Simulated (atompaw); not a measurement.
## What one change does to a pseudopotential (scandium (Sc), PAW (atompaw))

atompaw 4.2.0.5 input, output lines left out:

```
Sc 21
GGA-PBE scalarrelativistic loggrid 1500 logderivrange -4 5 226
4 4 3 0 0 0
4 1 0
3 2 1
0 0 0
c
c
c
v
c
v
v
v
2
2.70 2.30 2.35 1.90
y
1.75
n
n
y
2.4
n
custom polynom2 7 10 vanderbiltortho sinc
3 0.5 troulliermartins
2.70
2.70
1.95
2.70
2.70
2.70
```

Change: local potential troulliermartins scheme with l = 3 at 0.5 Ry, radius 1.66 bohr.

Cutoffs: the cutoffs (Ry, on a coarse ladder) from which the occupation-weighted sum of valence levels, in a spherical-Bessel basis at the reference potential, stays within 10 and 1 mRy of its value at 400 Ry; they do not see the model core or the augmentation charge, which bear on the density cutoff.

**Question.** What does the change do?

**Answer.** The potential gets neither clearly harder nor softer (21 Ry and 30 Ry → 21 Ry and 30 Ry); a bound ghost appears in s, which as a rule spoils a file; the range in which the s phases agree widens (upper end 1.1 → 4.3); the range in which the p phases agree narrows (upper end 3.8 → 0.4). A state that the projectors do not describe sees the local part alone, so a deeper or shallower local part can create or remove a ghost.

| quantity | base | changed |
| --- | --- | --- |
| cutoff, loose | 21 Ry | 21 Ry |
| cutoff, tight | 30 Ry | 30 Ry |
| bound ghosts | none | s |
| s: phases at 2.70 bohr within 0.05 rad from the reference energy up to (Ry; the scan ends near 5) | 1.1 | 4.3 |
| p: phases at 2.70 bohr within 0.05 rad from the reference energy up to (Ry; the scan ends near 5) | 3.8 | 0.4 |
| d: phases at 2.70 bohr within 0.05 rad from the reference energy up to (Ry; the scan ends near 5) | 1.0 | 1.2 |
| lowest overlap eigenvalue by channel | s 0.64, p 0.60, d 1.00 | s 0.57, p 0.55, d 1.00 |

 A true bound ghost makes a file unfit for plane-wave use even where its test errors are small: the radial tests pick states by their node count and pass the ghost by. The cutoffs see the waves, projectors and local potential, not the compensation charge or the core.
